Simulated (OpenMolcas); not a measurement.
# What dynamic correlation does to the levels of Ne³⁺

```json
{"Program": "OpenMolcas", "Basis": "ANO-RCC-VTZP [4s3p2d1f]", "Scalar Hamiltonian": "DKH2, point nucleus", "Active space": "3 electrons in 3 orbitals (2p)", "State averaging": "2S+1 = 4 odd, 1 root; 2S+1 = 2 odd, 8 roots", "Spin-orbit coupling": "RASSI with atomic mean-field integrals over the reference wave functions, term energies averaged over their components"}
```

Methods on the same reference wave functions:
A. CASSCF
B. SS-CASPT2, IPEA 0.25 Eh, imaginary shift 0.1 Eh (closed shells correlated: 1s 2s)
C. XMS-CASPT2, IPEA 0.25 Eh, imaginary shift 0.1 Eh (closed shells correlated: 1s 2s)

Energies in cm-1 above 2s2 2p3 4S* 3/2.

```tsv
Level	A	B	C
2s2 2p3 4S* 3/2	0.0	0.0	0.0
2s2 2p3 2D* 3/2	44957	42210	42160
2s2 2p3 2D* 5/2	44976	42240	42190
2s2 2p3 2P* 1/2	74696	66340	66130
2s2 2p3 2P* 3/2	74721	66370	66170
```

Between B and C the level of the table that moves most is 2s2 2p3 2P* 1/2, by 200 cm-1 (lowest in C, highest in B). Moves below CASPT2's spread within the term are not significant.

From A to B the spin-free energies of the other terms of 2s2 2p3 shown, above 4S*, scale by factors of 0.89 to 0.94.

The lowest spin-free term lies below A's lowest term by 0.122 hartree in B, 0.122 hartree in C.

Term energies are means over components that CASPT2 splits; among the terms shown or strongly mixed into the levels shown the widest spread is 820 cm-1 (2s2 2p3 2D*, C). With the s shell closed, the reference lacks s² → p² mixing. Levels of configurations outside the active space are missing.

* marks odd parity.
